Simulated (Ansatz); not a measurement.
Correlation energies of `O[SiH2][S][GeH3]` by basis set

```csv
atom,x (Å),y (Å),z (Å)
O1,-0.170,2.215,0.932
Si2,-0.939,0.766,0.884
S3,0.355,-0.894,1.227
Ge4,0.826,-1.365,-0.898
H5,0.612,2.327,0.388
H6,-1.595,0.556,-0.435
H7,-1.927,0.812,1.980
H8,-0.396,-1.991,-1.583
H9,2.002,-2.349,-0.861
H10,1.231,-0.076,-1.633
```

The species carries charge 0 and has multiplicity 1. Correlated methods include outer-core shells of Ge, which these sets cover unevenly. Scalar relativity is left out up to krypton. Geometry: relaxed with PBE0-D4/def2-TZVP. It is one conformer, not always the lowest. Frozen core, restricted reference, Ansatz.

```json
{"basis": "def2-SVP", "HF (Eh)": "-2839.73160", "MP2 corr.": "-0.65011"}
{"basis": "def2-TZVPP", "HF (Eh)": "-2840.34400", "MP2 corr.": "-0.80438"}
{"basis": "def2-QZVPP", "HF (Eh)": "-2840.41054", "MP2 corr.": "-1.11398"}
```

Q: Estimate the CCSD correlation energy and the (T) correction in each basis where they were run (hartree).

A: 
| basis | CCSD corr. | (T) |
| --- | --- | --- |
| def2-SVP | -0.69229 | -0.01815 |
| def2-TZVPP | -0.84670 | -0.03258 |
